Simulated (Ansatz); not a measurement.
`CN[SiH](N)F` → `N[SiH2]F` + `C=N` at 500 K and 1 bar (β-hydride elimination).

Isolated molecules relaxed with PBE0-D4/def2-TZVP in Ansatz; ΔE leaves out vibrations. CCSD(T)/CBS adds triple-zeta CCSD(T) − MP2 to the extrapolated MP2 energy (def2 sets, frozen cores). This one scheme is used for every species. One conformer a species, not always the lowest.

| species | CCSD(T)/CBS energy (Eh) | H − E (kJ/mol) | S (J/(mol·K)) |
| --- | --- | --- | --- |
| `CN[SiH](N)F` | -540.67593 | 294.9 | 417.5 |
| `N[SiH2]F` | -446.07709 | 152.9 | 325.1 |
| `C=N` | -94.52360 | 124.2 | 249.5 |

H − E and S are ideal-gas, rigid-rotor, harmonic terms from PBE0-D4/def2-TZVP, for one conformer and one mirror image of each species. 1 Eh = 2625.50 kJ/mol, R = 8.31446 J/(mol·K).

By hand: ΔE, ΔH, ΔS and ΔG.

ΔE = (-446.07709) + (-94.52360) − (-540.67593) = 0.07524 Eh = 197.5 kJ/mol. Δ(H − E) = 152.9 + 124.2 − 294.9 = -17.8, so ΔH = 179.7 kJ/mol. ΔS = 325.1 + 249.5 − 417.5 = 157.1 J/(mol·K). ΔG = 179.7 − 500 × (157.1)/1000 = 101.1 kJ/mol.

By hand: the equilibrium constant, and the temperature at which ΔG would vanish if ΔH and ΔS stayed fixed.

log₁₀ K = −ΔG/(RT ln 10) = -10.6. ΔG = 0 at ΔH/ΔS = 1144 K.

The number of gas molecules changes by +1, which sets the sign of ΔS. A doubt of 5 kJ/mol in ΔE shifts log₁₀ K by 0.5 here. Other conformers and mirror images would add mixing entropy, several J/(mol·K) or more a flexible species. These are equilibria of isolated gas molecules and say nothing of rates. Largest T1 diagnostic: 0.012 (customary marks: 0.02 for closed shells, 0.045 for open ones).
